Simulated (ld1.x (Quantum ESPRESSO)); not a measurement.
**Configuration tests for Fe (Z = 26) (PAW)**

```json
{"Element": "Fe (Z = 26)", "Generator": "ld1.x (Quantum ESPRESSO) 7.5", "Type": "PAW", "Functional": "PBE", "Relativity": "non-relativistic", "Frozen core": "[Ne]", "Valence charge": "16", "Reference configuration": "3s2 3p6 3d6 4s2 4p0", "Partial waves": "3s (bound): rcut 1.35, rcutus 1.55 bohr; 4s (bound): rcut 1.35, rcutus 1.55 bohr; 3p (bound): rcut 1.30, rcutus 1.55 bohr; 4p (bound, empty): rcut 1.30, rcutus 1.55 bohr; 3d (bound): rcut 1.50, rcutus 1.65 bohr; 3d channel at -0.05 Ry: rcut 1.50, rcutus 1.65 bohr", "Local potential": "all-electron potential smoothed inside 1.30 bohr (lloc = -2)", "Core correction": "Bessel-smoothed model core inside 1.10 bohr", "Augmentation charge": "PSQ, inside the norm-conserving radii"}
```

Energies are relative to the spin-unpolarised reference configuration 3s2 3p6 3d6 4s2 4p0; without spin polarisation the order of configurations can differ from experiment. The frozen-core shift is the all-electron ΔE with the core orbitals held at their reference shape minus the fully relaxed ΔE.

| valence configuration | charge | ΔE all-electron (eV) | error AE − PS (meV) | frozen-core shift (meV) |
| --- | --- | --- | --- | --- |
| 3s2 3p6 3d6 4s1 4p0 | +1 | 8.600 | -0.1 | 0.0 |
| 3s2 3p6 3d6 4s0 4p0 | +2 | 24.593 | -0.8 | +0.1 |
| 3s2 3p6 3d5 4s0 4p0 | +3 | 59.031 | +4.2 | 0.0 |
| 3s2 3p6 3d6 4s0 4p1 | +1 | 13.493 | -0.3 | 0.0 |
| 3s2 3p6 3d7 4s0 4p0 | +1 | 6.177 | -1.0 | +0.4 |
| 3s2 3p5 3d6 4s2 4p0 | +1 | 67.309 | +3.8 | +4.6 |
| 3s2 3p6 3d5 4s2 4p1 | 0 | 9.047 | +17 | +0.3 |

Levels in the configuration 3s2 3p5 3d6 4s2 4p0:

```
level  all-electron (eV)  pseudo (eV)
   3s           -108.080     -108.067
   3p            -75.576      -75.566
   3d            -22.696      -22.672
   4s            -14.014      -14.013
```
